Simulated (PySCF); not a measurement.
PySCF input:

```python
from pyscf import gto, scf, dft

mol = gto.M(
    atom='''
    C    -0.37708342    1.08626761    0.16283026
    C    -1.12385045   -0.28975267    0.04106663
    C     0.33463378   -0.17758331   -0.04545889
    O     1.38188572   -0.73333852   -0.18772459
    H    -0.34007347    1.55204714    1.14085017
    H    -0.46474761    1.77957040   -0.66571637
    H    -1.68856913   -0.47548796   -0.86526580
    H    -1.56389500   -0.70301121    0.94130074
    ''',
    basis='def2-tzvpd',
    charge=0,
    spin=0,
    verbose=4,
)

mf = dft.RKS(mol, xc='tpssh').density_fit(auxbasis='def2-universal-jkfit')
mf.grids.level = 3
mf.conv_tol = 1e-9
mf.max_cycle = 100
mf.max_memory = 1500
mf.kernel()
if not mf.converged:
    mf = mf.newton()
    mf.kernel(mf.make_rdm1())
mf.analyze()
```

**Question.** Which total energy does the run end on?

**Answer.** -191.96984 Eh (TPSSh/def2-TZVPD).
